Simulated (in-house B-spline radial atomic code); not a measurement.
Successive ionisation energies of caesium; each step leads to the configuration of the next row (after the last: [He] 2s2 2p1/2(2) 2p3/2(3)). Dirac energy differences include first-order Breit, QED and recoil terms. NIST's values go from ground level to ground level; the uncertainty of those that are theory runs from under 0.1 % in few-electron ions to several per cent in heavy many-electron ones. Computed with an all-electron radial atomic-structure program (B-spline basis): Dirac-Hartree-Fock, jj configuration that fills j = l - 1/2 first, finite nuclei.

A number in brackets counts the electrons of a j subshell.

```json
{"ion": "Cs29+", "configuration": "[Ar] 3d3/2(4) 3d5/2(4)", "ionisation energy (eV)": "1760.9", "tabulated value (eV)": "1757", "tabulated kind": "tabulated theory", "computed minus tabulated (eV)": "4", "highest orbital": "3d5/2", "largest mean radius (bohr)": "0.28884"}
{"ion": "Cs30+", "configuration": "[Ar] 3d3/2(4) 3d5/2(3)", "ionisation energy (eV)": "1847.4", "tabulated value (eV)": "1848", "tabulated kind": "tabulated theory", "computed minus tabulated (eV)": "-1", "highest orbital": "3d5/2", "largest mean radius (bohr)": "0.28691"}
{"ion": "Cs31+", "configuration": "[Ar] 3d3/2(4) 3d5/2(2)", "ionisation energy (eV)": "1935.4", "tabulated value (eV)": "1936", "tabulated kind": "tabulated theory", "computed minus tabulated (eV)": "-1", "highest orbital": "3d5/2", "largest mean radius (bohr)": "0.285"}
{"ion": "Cs32+", "configuration": "[Ar] 3d3/2(4) 3d5/2(1)", "ionisation energy (eV)": "2024.9", "tabulated value (eV)": "2029", "tabulated kind": "tabulated theory", "computed minus tabulated (eV)": "-4", "highest orbital": "3d5/2", "largest mean radius (bohr)": "0.28309"}
{"ion": "Cs33+", "configuration": "[Ar] 3d3/2(4)", "ionisation energy (eV)": "2137.3", "tabulated value (eV)": "2137", "tabulated kind": "tabulated theory", "computed minus tabulated (eV)": "0", "highest orbital": "3d3/2", "largest mean radius (bohr)": "0.28119"}
{"ion": "Cs34+", "configuration": "[Ar] 3d3/2(3)", "ionisation energy (eV)": "2230.5", "tabulated value (eV)": "2230", "tabulated kind": "tabulated theory", "computed minus tabulated (eV)": "0", "highest orbital": "3d3/2", "largest mean radius (bohr)": "0.27928"}
{"ion": "Cs35+", "configuration": "[Ar] 3d3/2(2)", "ionisation energy (eV)": "2325.3", "tabulated value (eV)": "2329", "tabulated kind": "tabulated theory", "computed minus tabulated (eV)": "-4", "highest orbital": "3d3/2", "largest mean radius (bohr)": "0.27738"}
{"ion": "Cs36+", "configuration": "[Ar] 3d3/2(1)", "ionisation energy (eV)": "2421.6", "tabulated value (eV)": "2422", "tabulated kind": "tabulated theory", "computed minus tabulated (eV)": "0", "highest orbital": "3d3/2", "largest mean radius (bohr)": "0.2755"}
{"ion": "Cs37+", "configuration": "[Ne] 3s2 3p6", "ionisation energy (eV)": "2683.7", "tabulated value (eV)": "2683", "tabulated kind": "tabulated theory", "computed minus tabulated (eV)": "1", "highest orbital": "3p3/2", "largest mean radius (bohr)": "0.27363"}
{"ion": "Cs38+", "configuration": "[Ne] 3s2 3p1/2(2) 3p3/2(3)", "ionisation energy (eV)": "2769.8", "tabulated value (eV)": "2767", "tabulated kind": "tabulated theory", "computed minus tabulated (eV)": "3", "highest orbital": "3p3/2", "largest mean radius (bohr)": "0.2722"}
{"ion": "Cs39+", "configuration": "[Ne] 3s2 3p1/2(2) 3p3/2(2)", "ionisation energy (eV)": "2856.8", "tabulated value (eV)": "2859", "tabulated kind": "tabulated theory", "computed minus tabulated (eV)": "-2", "highest orbital": "3p3/2", "largest mean radius (bohr)": "0.27079"}
{"ion": "Cs40+", "configuration": "[Ne] 3s2 3p1/2(2) 3p3/2(1)", "ionisation energy (eV)": "2944.7", "tabulated value (eV)": "2945", "tabulated kind": "tabulated theory", "computed minus tabulated (eV)": "0", "highest orbital": "3p3/2", "largest mean radius (bohr)": "0.26939"}
{"ion": "Cs41+", "configuration": "[Ne] 3s2 3p1/2(2)", "ionisation energy (eV)": "3117.6", "tabulated value (eV)": "3118", "tabulated kind": "tabulated theory", "computed minus tabulated (eV)": "0", "highest orbital": "3p1/2", "largest mean radius (bohr)": "0.268"}
{"ion": "Cs42+", "configuration": "[Ne] 3s2 3p1/2(1)", "ionisation energy (eV)": "3213.5", "tabulated value (eV)": "3214", "tabulated kind": "tabulated theory", "computed minus tabulated (eV)": "-1", "highest orbital": "3p1/2", "largest mean radius (bohr)": "0.26659"}
{"ion": "Cs43+", "configuration": "[Ne] 3s2", "ionisation energy (eV)": "3392.4", "tabulated value (eV)": "3392", "tabulated kind": "tabulated theory", "computed minus tabulated (eV)": "0", "highest orbital": "3s1/2", "largest mean radius (bohr)": "0.26519"}
{"ion": "Cs44+", "configuration": "[Ne] 3s1", "ionisation energy (eV)": "3484.6", "tabulated value (eV)": "3485", "tabulated kind": "tabulated theory", "computed minus tabulated (eV)": "0", "highest orbital": "3s1/2", "largest mean radius (bohr)": "0.26365"}
{"ion": "Cs45+", "configuration": "[He] 2s2 2p6", "ionisation energy (eV)": "7989.3", "tabulated value (eV)": "7989", "tabulated kind": "tabulated theory", "computed minus tabulated (eV)": "0", "highest orbital": "2p3/2", "largest mean radius (bohr)": "0.10935"}
```

Q: Where is the largest jump?

A: From Cs44+ to Cs45+, by a factor of 2.29 (3484.6 to 7989.3 eV); the highest orbital goes from 3s1/2 to 2p3/2.
